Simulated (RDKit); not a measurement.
A run for RDKit: UFF on BF3 (SMILES FB(F)F).

```python
from rdkit import Chem
from rdkit.Chem import AllChem, rdDetermineBonds

blocks = [
'''4

B    -0.00000009   -0.00000000    0.00000000
F     1.31561782    0.00000000   -0.00000000
F    -0.65780886    1.13935916   -0.00000000
F    -0.65780886   -1.13935916   -0.00000000
''',
]
mol = None
for b in blocks:
    f = Chem.MolFromXYZBlock(b)
    rdDetermineBonds.DetermineBonds(f, charge=0)
    mol = f if mol is None else Chem.CombineMols(mol, f)
Chem.SanitizeMol(mol)
print(Chem.MolToSmiles(Chem.RemoveHs(mol)))
ff = AllChem.UFFGetMoleculeForceField(mol, vdwThresh=100.0, ignoreInterfragInteractions=False)
e = ff.CalcEnergy()
print(f'UFF energy {e:.6f} kcal/mol')
```

The log:

```
FB(F)F
UFF energy 16.660740 kcal/mol
```

The run finished.

Cost: around 0.04 core-seconds (rough).
